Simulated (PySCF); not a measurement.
# Worked example: refractive index and permittivity of the vapour

Te(Br)(SeH) (BrHSeTe), SMILES [SeH][Te]Br.

Geometry optimised at PBE0-D3(BJ)/def2-SVP. This is a generated structure with no PubChem entry under its InChIKey; it may be hypothetical. The def2 effective core potentials stand for the cores of Te; spin–orbit coupling is left out. The values are those of a single conformer.

B3LYP/def2-TZVPD (PySCF) gives a mean static polarisability of 98.0 bohr³ and a dipole moment of 1.85 D. Take an ideal gas at 298.15 K and 1 bar, whether or not the substance is that volatile.

Question: Work out n − 1 in the optical limit and the static ε − 1.

Answer: 
Polarisability volume α' = 98.0 × 0.148185 = 14.52 Å³. Number density N = p/kT = 2.43e-5 Å⁻³.
Dilute limit of Lorentz–Lorenz: n − 1 = 2π N α' = 0.0022.
Orientation term of Debye: μ²/(3kT) = 8.098 Å³ × μ²(D²) = 27.71 Å³.
ε − 1 = 4π N (α' + μ²/3kT) = 0.013. Orientation of the dipole supplies 66 % of the static response; it can't follow optical fields. Vibrational polarisation and dispersion are left out.
